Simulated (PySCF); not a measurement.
## Computed properties of C₄H₅NS₂, SMILES c1(C)c(scn1)S

C4H5NS2, SMILES Cc1ncsc1S. Geometry: r2SCAN-D4/def2-SVP. The values are those of a single conformer. All values are computed for the isolated molecule unless a solvent is named; none is compared with measurement here.

**Structure.** All 30 harmonic modes at r2SCAN-D4/def2-SVP (PySCF) are real, so it is a minimum. With heavy atoms numbered as in [CH3:1][c:2]1[n:3][cH:4][s:5][c:6]1[SH:7], the shortest bond between them is N3–C4 at 1.303 Å and the longest C6–S7 at 1.758 Å.

**Vibrations.** The strongest infrared lines (harmonic, unscaled, degenerate partners summed) lie at 1549 cm⁻¹ (55 km/mol, C 76 %, N 14 %, H 9 %), 1480 cm⁻¹ (27 km/mol, C 59 %, N 31 %, H 11 %), 1075 cm⁻¹ (22 km/mol, C 66 %, H 21 %, N 10 %). The softest mode is at 77 cm⁻¹ and the zero-point energy is 51.2 kcal/mol.

**Electronic structure.** B3LYP/def2-TZVP (PySCF) places the frontier levels at -6.79 and -1.38 eV, a gap of 5.41 eV, and gives a dipole moment of 0.99 D and a mean polarisability of 88.7 bohr³. PBE/def2-TZVP (PySCF) at the same geometry gives -5.91 and -2.05 eV, so its gap is 1.55 eV narrower. An orbital gap is neither the optical nor the fundamental gap.

**Excitations.** TDDFT-ωB97X/def2-SVPD (PySCF) has S1 at 5.18 eV (239 nm, f = 0.025, weak); the most intense of the 10 singlets computed lies at 5.46 eV (f = 0.13). T1 (TDA) is at 3.62 eV. TDDFT-PBE/def2-SVPD (PySCF) puts S1 at 4.06 eV. No vertical singlet excitation falls in the visible range (under 3.1 eV).

**NMR.** GIAO shifts at KT2/pcSseg-1 (PySCF) (non-relativistic, atoms alike by connectivity averaged): ¹³C from 18.4 to 157.3 ppm against TMS; ¹H from 3.0 to 8.4 ppm against TMS.

**Solvation.** SMD-B3LYP/def2-SVP (PySCF) gives -2.9 kcal/mol in water, -4.7 kcal/mol in ethylethanoate, -4.5 kcal/mol in N,N-dimethylformamide (1 M in both phases, gas-phase geometry); of these solvents ethylethanoate holds the molecule best.
